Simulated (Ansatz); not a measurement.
Molecular dynamics of AlFH5NOSn

input.yaml

```yaml
crystal:
  periodic: [false, false, false]
  atoms:
    - { symbol: "N", position_ang: [-1.722736, -0.403415, 0.682645] }
    - { symbol: Sn, position_ang: [0.021971, -1.312299, 0.107892] }
    - { symbol: F, position_ang: [1.227414, -1.56111, 1.643623] }
    - { symbol: O, position_ang: [0.97292, -0.019557, -1.057376] }
    - { symbol: Al, position_ang: [1.123135, 1.697451, -1.065165] }
    - { symbol: H, position_ang: [-1.508409, 0.480456, 1.167505] }
    - { symbol: H, position_ang: [-2.243824, -0.987284, 1.352162] }
    - { symbol: H, position_ang: [-0.158577, -2.829372, -0.67475] }
    - { symbol: H, position_ang: [0.392155, 2.538154, 0.08696] }
    - { symbol: H, position_ang: [1.979251, 2.345975, -2.240596] }
basis:
  gaussian: { orbitals: def2-SVP }
hamiltonian:
  xc: pbe
  dispersion: d4
md:
  timestep: 3.0
  n_steps: 40
  ensemble: nvt_nose_hoover
  temperature: 700.0
  initial_velocities: maxwell_boltzmann
  seed: 745647
scf:
  lower_state_search: "off"
```

Command:

```bash
$ ansatz run input.yaml --threads 2 --pin off --max-ram 3072MiB --backend cpu --events-out ev --progress --plain --runs-dir out
```

It starts from a relaxed structure.

Output, in part (step lines, the closing report, with atoms numbered from 0):

```
md step     0: t =     0.00 fs  T =   700.0 K  F+E_penalty+E_count = -18748.25974312 eV  E_kin = 0.723856 eV  conserved = -18747.53588713 eV  (18 SCF iters)
[... lines left out ...]
Total energy: -18735.92271862 eV, -688.5324602448 hartree
Atom 0 at    -0.721343     0.496399    -0.475212 Å, force    -2.452794    -2.876955     0.548256 eV/Å
Atom 1 at     0.035346    -1.345439     0.084446 Å, force     0.914243     0.642121    -0.221797 eV/Å
Atom 2 at     1.238731    -1.361225     1.644779 Å, force    -0.420395    -0.142181    -0.130056 eV/Å
Atom 3 at     1.213965    -0.256140    -1.269543 Å, force    -1.324878    -0.100912     0.511751 eV/Å
Atom 4 at     0.683446     1.464521    -0.722292 Å, force     3.784052     2.837024    -1.027718 eV/Å
Atom 5 at     0.021509     2.556560     9.701763 Å, force    -0.000067    -0.000041    -0.000066 eV/Å
Atom 6 at   -11.165176    -5.084388     5.102470 Å, force     0.000105     0.000004    -0.000106 eV/Å
Atom 7 at    -0.391322    -2.924260    -0.371868 Å, force    -0.148367    -0.213739     0.076920 eV/Å
Atom 8 at     1.676661     2.206799     0.324326 Å, force    -0.233540    -0.092074     0.233070 eV/Å
Atom 9 at     0.558717     2.414945    -2.046990 Å, force    -0.118359    -0.053247     0.009747 eV/Å
Dipole moment:    -0.442481    -0.750874     0.054839 e Å
```

The steps, from the saved trajectory:

```csv
time (fs),T (K),potential energy less start (eV),conserved less start (meV/atom)
0.0,700,0.000,0.00
3.0,622,0.121,4.03
6.0,524,0.275,9.26
9.0,469,0.334,9.47
12.0,386,0.388,6.31
15.0,375,0.356,1.77
18.0,397,0.336,1.88
21.0,412,0.360,5.83
24.0,452,0.357,9.41
27.0,435,0.364,8.14
30.0,422,0.338,3.82
33.0,465,0.288,3.00
36.0,408,0.433,11.24
39.0,349,0.562,17.83
42.0,321,0.621,20.57
45.0,253,0.593,10.34
48.0,224,0.570,4.72
51.0,276,0.566,9.48
54.0,343,0.561,15.35
57.0,432,0.632,31.13
60.0,511,0.590,34.22
63.0,561,0.335,13.03
66.0,635,0.624,48.58
69.0,553,1.560,132.61
72.0,693,1.386,128.40
75.0,1215,2.127,254.78
78.0,7182,4.647,1117.89
81.0,5274,6.657,1120.56
84.0,4989,6.721,1103.35
87.0,6000,8.253,1374.34
90.0,12139,10.780,2299.62
93.0,9663,12.344,2272.26
96.0,8506,12.694,2268.04
99.0,7758,12.604,2264.92
102.0,7134,12.440,2263.84
105.0,6519,12.368,2263.84
108.0,5939,12.366,2262.71
111.0,5326,12.523,2262.72
114.0,4757,12.755,2265.24
117.0,4504,12.698,2265.42
120.0,4538,12.337,2262.77
```

The run went to its last step. The conserved energy changed by up to 2300 meV per atom, so the integration failed: the time step of 3 fs is too long for the fastest motions that this run met, and the later frames carry no physical meaning.

Parted: N1–H6 1.03 → 10.41 Å, N1–H7 1.03 → 13.09 Å. Joined: N1–Al5 3.95 → 1.72 Å. It ends as AlFH3NOSn + H + H. Pairs count as bonded within 1.25 times the sum of covalent radii (0.12 Å more for H–H).

Last frame:

```xyz
10
Properties=species:S:1:pos:R:3
N -0.721 0.496 -0.475
Sn 0.035 -1.345 0.084
F 1.239 -1.361 1.645
O 1.214 -0.256 -1.270
Al 0.683 1.464 -0.722
H 0.021 2.557 9.702
H -11.165 -5.084 5.103
H -0.391 -2.924 -0.372
H 1.677 2.207 0.324
H 0.559 2.415 -2.047
```

The run took 110 s on 2 threads of Arm Neoverse N1 (shared host), peak memory 0.2 GiB.
